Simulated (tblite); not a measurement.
Species: C₄H₈GeO₂ (charge +1 and doublet state).
Numbering: `[CH2+:1][C:2]([O:3][GeH3:4])[C:5]([CH3:6])=[O:7]` (hydrogens: H8, H9 on C1; H10, H11, H12 on Ge4; H13, H14, H15 on C6)
Bond orders are those of one Lewis drawing.

Computed with GFN2-xTB (tblite), gas phase: L-BFGS steps from a force-field or distance-geometry start until the largest atomic force falls under 0.01 eV/Å.

Step 164: E = -604.1807 eV
```
atom  x, y, z in Å  |  force x, y, z in eV/Å
C1     -0.9660    1.7262   -0.4937   -0.113  -0.033   0.033
C2     -0.0657    0.7351   -0.3334   -0.010   0.019   0.033
O3      1.2216    0.8745   -0.4902   -0.044   0.039  -0.001
Ge4     2.5552   -0.1973    0.1747    0.037  -0.121   0.032
C5     -0.4687   -0.6868    0.0580   -0.126   0.104  -0.077
C6     -1.9076   -1.0226    0.1521   -0.055  -0.005   0.003
O7      0.4347   -1.4604    0.2486    0.087  -0.120   0.117
H8     -0.6294    2.7466   -0.5679    0.039   0.074  -0.023
H9     -2.0305    1.5620   -0.4887    0.096   0.004  -0.012
H10     3.6296    0.8502   -0.0878   -0.036   0.009  -0.036
H11     2.6819   -1.2801   -0.8734    0.007   0.045  -0.005
H12     2.3627   -0.5312    1.6234    0.023   0.026  -0.013
H13    -2.3857   -0.4298    0.9348    0.081  -0.019  -0.017
H14    -2.4229   -0.7973   -0.7814    0.028  -0.036  -0.012
H15    -2.0139   -2.0812    0.3857   -0.014   0.013  -0.022
```

Step 165: E = -604.1825 eV
```
atom  x, y, z in Å  |  force x, y, z in eV/Å
C1     -0.9628    1.7284   -0.4872   -0.102  -0.001   0.030
C2     -0.0663    0.7346   -0.3311    0.010  -0.026   0.016
O3      1.2196    0.8703   -0.4966    0.003   0.033   0.001
Ge4     2.5540   -0.1982    0.1737    0.025  -0.059  -0.012
C5     -0.4701   -0.6880    0.0595   -0.086   0.085  -0.044
C6     -1.9090   -1.0258    0.1467   -0.032  -0.018  -0.022
O7      0.4335   -1.4600    0.2584    0.061  -0.093   0.098
H8     -0.6242    2.7480   -0.5671    0.037   0.061  -0.014
H9     -2.0251    1.5648   -0.4730    0.016   0.008  -0.017
H10     3.6245    0.8479   -0.1001   -0.017   0.023  -0.039
H11     2.6807   -1.2858   -0.8610    0.012  -0.005  -0.049
H12     2.3623   -0.5118    1.6200    0.013   0.001   0.081
H13    -2.3852   -0.4351    0.9309    0.049  -0.010  -0.002
H14    -2.4197   -0.7957   -0.7883    0.019  -0.036   0.000
H15    -2.0169   -2.0858    0.3761   -0.008   0.035  -0.027
```

Step 166: E = -604.1839 eV
```
atom  x, y, z in Å  |  force x, y, z in eV/Å
C1     -0.9626    1.7316   -0.4884   -0.069  -0.022   0.030
C2     -0.0674    0.7365   -0.3282    0.008  -0.050  -0.001
O3      1.2184    0.8698   -0.4946    0.005   0.022   0.009
Ge4     2.5543   -0.2044    0.1735    0.004  -0.012  -0.046
C5     -0.4724   -0.6869    0.0619    0.002   0.047  -0.029
C6     -1.9100   -1.0278    0.1471   -0.016   0.014  -0.047
O7      0.4327   -1.4578    0.2654    0.013  -0.047   0.071
H8     -0.6210    2.7500   -0.5687    0.030   0.067  -0.013
H9     -2.0242    1.5679   -0.4797   -0.007   0.012  -0.011
H10     3.6155    0.8529   -0.0985   -0.010   0.014  -0.033
H11     2.6875   -1.2843   -0.8667    0.006  -0.014  -0.052
H12     2.3639   -0.5180    1.6173    0.015  -0.010   0.119
H13    -2.3815   -0.4363    0.9326    0.011   0.001   0.006
H14    -2.4197   -0.7984   -0.7887    0.013  -0.028   0.015
H15    -2.0180   -2.0868    0.3765   -0.005   0.008  -0.019
```

Step 167: E = -604.1851 eV
```
atom  x, y, z in Å  |  force x, y, z in eV/Å
C1     -0.9625    1.7322   -0.4912   -0.001   0.011   0.014
C2     -0.0681    0.7365   -0.3246    0.005  -0.034  -0.022
O3      1.2175    0.8709   -0.4884    0.013  -0.006   0.017
Ge4     2.5558   -0.2101    0.1734   -0.039   0.008  -0.009
C5     -0.4736   -0.6863    0.0642    0.019   0.010   0.007
C6     -1.9115   -1.0277    0.1481    0.018  -0.004  -0.053
O7      0.4304   -1.4572    0.2748    0.013  -0.019   0.038
H8     -0.6181    2.7509   -0.5766    0.008   0.017   0.002
H9     -2.0228    1.5681   -0.4896   -0.054   0.012  -0.004
H10     3.6036    0.8603   -0.0929    0.017   0.022  -0.029
H11     2.6928   -1.2741   -0.8801    0.000  -0.031  -0.056
H12     2.3708   -0.5344    1.6177    0.024  -0.005   0.087
H13    -2.3770   -0.4351    0.9348   -0.027   0.020   0.017
H14    -2.4203   -0.7996   -0.7882    0.000  -0.018   0.017
H15    -2.0216   -2.0865    0.3795    0.005   0.017  -0.024
```

Task: Estimate the geometry and energy of step 168. (The exact step hangs on the optimiser's Hessian estimate; all steps are aligned on step 167, rigid shifts and turns removed.)

Result: E = -604.1857 eV, largest force 0.073 eV/Å
```
atom  x, y, z in Å  |  force x, y, z in eV/Å
C1     -0.9632    1.7327   -0.4945    0.013   0.002   0.009
C2     -0.0690    0.7368   -0.3240   -0.002  -0.016  -0.020
O3      1.2170    0.8725   -0.4834    0.010  -0.017   0.018
Ge4     2.5550   -0.2139    0.1738   -0.040   0.005  -0.016
C5     -0.4737   -0.6855    0.0663    0.008   0.007   0.006
C6     -1.9114   -1.0280    0.1492    0.031   0.022  -0.019
O7      0.4301   -1.4557    0.2811    0.026  -0.017   0.027
H8     -0.6166    2.7512   -0.5789   -0.003   0.005   0.002
H9     -2.0238    1.5689   -0.5005   -0.041   0.013   0.001
H10     3.5987    0.8636   -0.0864    0.018   0.014  -0.027
H11     2.6927   -1.2676   -0.8927   -0.004  -0.014  -0.029
H12     2.3759   -0.5461    1.6184    0.026  -0.004   0.068
H13    -2.3750   -0.4337    0.9366   -0.032   0.012   0.000
H14    -2.4197   -0.8020   -0.7866   -0.016  -0.005  -0.004
H15    -2.0217   -2.0855    0.3825    0.005  -0.007  -0.018
```

The energy changes by -0.0006 eV. The first-order estimate −F·Δx gives -0.0009 eV and the mean of the old and new forces, exact on a quadratic surface, -0.0006 eV. The step makes an angle of 79° with the force vector and moves no atom by more than 0.014 Å.

The cost below is that of the whole relaxation. Time: 0.96 s. Hardware: one thread, Arm Neoverse V2 (aarch64) (shared host).
